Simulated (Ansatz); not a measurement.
Reaction (ligand exchange at the Si–Cl bond): `F[SiH2]Cl` + `C=N` → `C=N[SiH2]F` + HCl

Program: Ansatz. Geometries: PBE0-D4/def2-TZVP. ΔE: electronic, gas phase. CBS: MP2 limit from def2 TZ/QZ plus the TZ coupled-cluster correction, frozen cores. This one scheme is used for every species. DFT in def2-TZVPP. B3LYP here is the variant with VWN-RPA as its local correlation; programs differ in this. HSE06 is defined as in plane-wave codes. Each species was taken in one conformer, which may not be the lowest.

```csv
level,ΔE (kJ/mol),difference from CCSD(T)/CBS
LDA (SPW92),44.0,-7.8
PBE-D4,50.6,-1.2
revPBE-D4,49.7,-2.1
BLYP-D4,45.5,-6.3
B97M-V,52.9,1.1
PBE0-D4,51.9,0.1
B3LYP-D4,47.1,-4.7
r2SCANh-D4,51.8,0.0
r2SCAN0-D4,52.1,0.3
BHLYP-D4,48.6,-3.2
CAM-B3LYP-D4,46.3,-5.5
ωB97X-V,51.6,-0.2
ωB97M-V,51.7,-0.1
B2PLYP,50.1,-1.7
PBE-QIDH,52.8,1.0
PBE,52.4,0.6
revPBE,54.9,3.1
BLYP,49.3,-2.5
r2SCAN,52.2,0.4
PBE0,53.5,1.7
B3LYP,49.8,-2.0
r2SCANh,52.5,0.7
r2SCAN0,52.8,1.0
HSE06,53.5,1.7
BHLYP,50.3,-1.5
CAM-B3LYP,47.9,-3.9
RPA@PBE/def2-TZVPP,49.6,-2.2
HF/def2-SVP,50.7,-1.1
CCSD/def2-SVP,50.5,-1.3
CCSD(T)/def2-SVP,49.8,-2.0
HF/def2-TZVPP,52.3,0.5
MP2/def2-TZVPP,50.7,-1.1
CCSD/def2-TZVPP,50.1,-1.7
CCSD(T)/def2-TZVPP,49.9,-1.9
HF/def2-QZVPP,52.0,0.2
MP2/def2-QZVPP,51.6,-0.2
SCS-MP2/def2-QZVPP,51.4,-0.4
HF/CBS(def2),52.0,0.2
MP2/CBS(def2),52.5,0.7
CCSD/CBS(def2),52.0,0.2
CCSD(T)/CBS,51.8,0
```

**Question.** What do rigid-rotor, harmonic-oscillator terms from PBE0-D4/def2-TZVP frequencies (298.15 K, 1 bar) make of the CCSD(T)/CBS value? (Best estimate.)

**Answer.** The calculation gave: ΔZPE = -10.4 kJ/mol, ΔH = +43.4 kJ/mol, ΔS = -17 J/(mol·K), ΔG = +48.6 kJ/mol.

Largest T1 diagnostic among the species: 0.013.

Leaving LDA and LC-ωPBE aside and taking each functional with its dispersion term where it has one, the values spread over 7.3 kJ/mol, from BLYP-D4 to B97M-V. LDA lies −8.3 kJ/mol from PBE without D4.
